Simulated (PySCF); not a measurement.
Identify the unknown among the candidates.

All candidates are C6H11N.

- Dipole: 2.08 D [PBE0/def2-SVPD]
- 13C NMR: chemical shifts (computed TMS as zero) by class: 152.7 (1 C), 113.2 (1 C), 42.6 (1 C), 39.6 (1 C), 25.8 (1 C), 22.8 (1 C) ppm [GIAO PBE0/pcSseg-1]
- Rotational structure: rotational constants A, B, C: 5.034, 1.702, 1.454 GHz [GFN2-xTB]
- UV, first state: lowest singlet excitation: 6.23 eV (199 nm, f = 0.093) [TDDFT PBE0/def2-SVPD]
- UV, strongest line: among the 6 lowest singlet transitions: S4 at 6.83 eV (181 nm, f = 0.161) [TDDFT PBE0/def2-SVPD]
- 1H NMR: chemical shifts (computed TMS as zero) by class: 5.43 (1 H), 5.07 (1 H), 1.97 (3 H), 1.72 (1 H), 1.41 (1 H), 1.29 (3 H), 0.20 (1 H) ppm [GIAO PBE0/pcSseg-1]
- Triplet: lowest triplet excitation (Tamm–Dancoff): 4.20 eV [TDA PBE0/def2-SVPD]
- NMR, other nuclei: isotropic shieldings of nuclei other than C and H, by class: 212 (1 N) ppm [GIAO PBE0/pcSseg-1]
- Polarisability: 79.4 au [PBE0/def2-SVPD]

The electronic properties come from PySCF, for the isolated species, density fitting. Levels stand in brackets. Isolated species at its GFN2-xTB geometry (one conformer only). Each NMR value is the plain mean over a class of atoms that symmetry, rotation or inversion makes alike.

Task: Which candidate is it?
A. `CC#CCCNC`
B. `C=C(C)[C@@H]1N[C@H]1C`
C. `C1CC(N2CC2)C1`
D. `CC#CCN(C)C`

Result: B. It is `C=C(C)[C@@H]1N[C@H]1C`. Numbering: `[CH2:1]=[C:2]([CH3:3])[C@@H:4]1[NH:5][C@H:6]1[CH3:7]`. Its formula, C6H11N, gives 2 degrees of unsaturation: 1 ring and 1 π bond in the structure found. 6 carbons fall into 6 classes; from least to most shielded: fully substituted alkene carbon [C2] (152.7 ppm), terminal =CH2 carbon [C1] (113.2 ppm), ring sp3 carbon bound to nitrogen [C6] (42.6 ppm), ring sp3 carbon bound to nitrogen [C4] (39.6 ppm), allylic carbon [C3] (25.8 ppm), methyl carbon [C7] (22.8 ppm). Hydrogen classes from least to most shielded: 1 H on a terminal =CH2 carbon, C1 (5.43 ppm), 1 H on a terminal =CH2 carbon, C1 (5.07 ppm), 3 H on an allylic carbon, C3 (1.97 ppm), 1 H on an sp3 carbon bound to nitrogen, C4 (1.72 ppm), 1 H on an sp3 carbon bound to nitrogen, C6 (1.41 ppm), 3 H on a methyl carbon, C7 (1.29 ppm, a mean of values up to 1.7 ppm apart in this geometry), 1 H on a secondary amine nitrogen, N5 (0.20 ppm). The other shieldings belong to: 212 ppm, secondary amine nitrogen [N5]. The optimised geometry has point group C1 and is an asymmetric top.

The others, at the same levels:
- `CC#CCN(C)C` fails: it has 5 carbon classes against 6; its computed 13C shifts are 89.5 (1 C), 79.1 (1 C), 50.1 (1 C), 44.4 (2 C), 4.6 (1 C) ppm, 1H shifts are 3.47 (2 H), 2.26 (6 H), 2.05 (3 H) ppm and smallest rotational constant is 1.325 GHz (against 1.454 GHz).
- `CC#CCCNC` fails: its computed 13C shifts are 83.4 (1 C), 83.0 (1 C), 56.5 (1 C), 37.3 (1 C), 20.6 (1 C), 4.8 (1 C) ppm, 1H shifts are 2.95 (2 H), 2.56 (3 H), 2.30 (2 H), 1.94 (3 H), -0.37 (1 H) ppm and rotational constant A is 10.997 GHz (against 5.034 GHz).
- `C1CC(N2CC2)C1` fails: it has 4 carbon classes against 6; its computed 13C shifts are 64.3 (1 C), 28.5 (2 C), 25.6 (2 C), 14.7 (1 C) ppm, 1H shifts are 2.27 (2 H), 2.15 (2 H), 1.93 (1 H), 1.80 (1 H), 1.77 (1 H), 1.15 (4 H) ppm and rotational constant A is 6.867 GHz (against 5.034 GHz).

Each candidate is one conformer, not necessarily the lowest. Dipoles, sizes and rotational constants follow the conformer. The torsions of the flexible species, by atom-mapped SMILES:
- `[CH2:1]=[C:2]([CH3:3])[C@@H:4]1[NH:5][C@H:6]1[CH3:7]`: C1–C2–C4–N5 11°
- `[CH3:1][C:2]#[C:3][CH2:4][N:5]([CH3:6])[CH3:7]`: C3–C4–N5–C6 -63°
- `[CH3:1][C:2]#[C:3][CH2:4][CH2:5][NH:6][CH3:7]`: C3–C4–C5–N6 179°, C4–C5–N6–C7 69°
- `[CH2:1]1[CH2:2][CH:3]([N:4]2[CH2:5][CH2:6]2)[CH2:7]1`: C2–C3–N4–C5 94°
